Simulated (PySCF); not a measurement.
CH6N (SMILES C[NH3+]), charge +1, singlet, at a GFN2-xTB geometry; MP2/def2-TZVP in PySCF.

The PySCF input:
```python
from pyscf import gto, scf, mp

mol = gto.M(
    atom='''
C    -0.77071948    0.11205340   -0.02502897
N     0.69755629   -0.10141635    0.02265301
H    -1.22221644   -0.55838622   -0.75295779
H    -0.98986314    1.13881131   -0.30956972
H    -1.20846834   -0.08311829    0.95144588
H     0.91217603   -1.07122392    0.29134982
H     1.13138247    0.52994390    0.70965040
H     1.11841225    0.08156726   -0.89831582
''',
    basis='def2-tzvp',
    charge=1,
    verbose=4,
)

mf = scf.RHF(mol)
mf.kernel()

pt = mp.MP2(mf)
pt.kernel()
print('E(MP2) = %.10f' % pt.e_tot)
```

Output, abridged:

```
PySCF version 2.14.0

[INPUT] verbose = 4
[INPUT] num. atoms = 8
[INPUT] num. electrons = 18
[INPUT] charge = 1
[INPUT] spin (= nelec alpha-beta = 2S) = 0
[INPUT] symmetry False subgroup None
[INPUT] Mole.unit = angstrom
[INPUT] Symbol           X                Y                Z      unit          X                Y                Z       unit  Magmom
[INPUT]  1 C     -0.770719480000   0.112053400000  -0.025028970000 AA   -1.456448736067   0.211750237326  -0.047297898480 Bohr   0.0
[INPUT]  2 N      0.697556290000  -0.101416350000   0.022653010000 AA    1.318190344568  -0.191649126053   0.042807984797 Bohr   0.0
[INPUT]  3 H     -1.222216440000  -0.558386220000  -0.752957790000 AA   -2.309654336541  -1.055197027531  -1.422884006458 Bohr   0.0
[INPUT]  4 H     -0.989863140000   1.138811310000  -0.309569720000 AA   -1.870570235402   2.152041483457  -0.585001987258 Bohr   0.0
[INPUT]  5 H     -1.208468340000  -0.083118290000   0.951445880000 AA   -2.283674192808  -0.157070804042   1.797972135546 Bohr   0.0
[INPUT]  6 H      0.912176030000  -1.071223920000   0.291349820000 AA    1.723762874093  -2.024319826883   0.550571366241 Bohr   0.0
[INPUT]  7 H      1.131382470000   0.529943900000   0.709650400000 AA    2.138003010434   1.001448832384   1.341044900188 Bohr   0.0
[INPUT]  8 H      1.118412250000   0.081567260000  -0.898315820000 AA    2.113492846859   0.154139782131  -1.697570873164 Bohr   0.0

nuclear repulsion = 48.0331683579787
number of shells = 46
number of NR pGTOs = 140
number of NR cGTOs = 98
basis = def2-tzvp
ecp = {}

******** <class 'pyscf.scf.hf.RHF'> ********
method = RHF
initial guess = minao
damping factor = 0
level_shift factor = 0
DIIS = <class 'pyscf.scf.diis.CDIIS'>
diis_start_cycle = 1
diis_space = 8
diis_damp = 0
SCF conv_tol = 1e-09
SCF conv_tol_grad = None
SCF max_cycles = 50
direct_scf = True
direct_scf_tol = 1e-13
Set gradient conv threshold to 3.16228e-05
Initial guess from minao.
init E= -96.0126328173504
  HOMO = -0.420113598349989  LUMO = 0.0681372784492353  gap/eV = 13.28598
cycle= 1 E= -95.5528089496048  delta_E= 0.46  |g|= 0.445  |ddm|= 1.59
  HOMO = -0.81420377699358  LUMO = -0.128107744372087  gap/eV = 18.66962
cycle= 2 E= -95.6058815580077  delta_E= -0.0531  |g|= 0.228  |ddm|= 0.394
  HOMO = -0.77771182303892  LUMO = -0.100772790534549  gap/eV = 18.42045
cycle= 3 E= -95.6155206542351  delta_E= -0.00964  |g|= 0.0359  |ddm|= 0.113
  HOMO = -0.774638470261745  LUMO = -0.0956157844924235  gap/eV = 18.47715
cycle= 4 E= -95.6159696562256  delta_E= -0.000449  |g|= 0.00692  |ddm|= 0.0425
  HOMO = -0.776898779850117  LUMO = -0.0956919839224497  gap/eV = 18.53658
cycle= 5 E= -95.6159866388883  delta_E= -1.7e-05  |g|= 0.00235  |ddm|= 0.00643
  HOMO = -0.776584062308286  LUMO = -0.0957342558905552  gap/eV = 18.52687
cycle= 6 E= -95.6159886274459  delta_E= -1.99e-06  |g|= 0.000526  |ddm|= 0.00218
  HOMO = -0.776730300366516  LUMO = -0.0956975263314206  gap/eV = 18.53185
cycle= 7 E= -95.615988774964  delta_E= -1.48e-07  |g|= 0.000109  |ddm|= 0.000702
  HOMO = -0.776740792554377  LUMO = -0.0956901420072498  gap/eV = 18.53233
cycle= 8 E= -95.6159887821379  delta_E= -7.17e-09  |g|= 1.49e-05  |ddm|= 0.00017
  HOMO = -0.776739554008993  LUMO = -0.0956897333941242  gap/eV = 18.53231
cycle= 9 E= -95.6159887822614  delta_E= -1.24e-10  |g|= 3.12e-06  |ddm|= 2.7e-05
  HOMO = -0.776739572448285  LUMO = -0.0956894823569101  gap/eV = 18.53232
Extra cycle  E= -95.6159887822656  delta_E= -4.15e-12  |g|= 1.12e-06  |ddm|= 6.2e-06
converged SCF energy = -95.6159887822656

******** <class 'pyscf.mp.mp2.RMP2'> ********
nocc = 9, nmo = 98
E(RMP2) = -96.0336511297774  E_corr = -0.417662347511847
E(SCS-RMP2) = -96.0426168688574  E_corr = -0.426628086591819
E_corr(same-spin) = -0.0860385351027664
E_corr(oppo-spin) = -0.33162381240908
E(MP2) = -96.0336511298
```
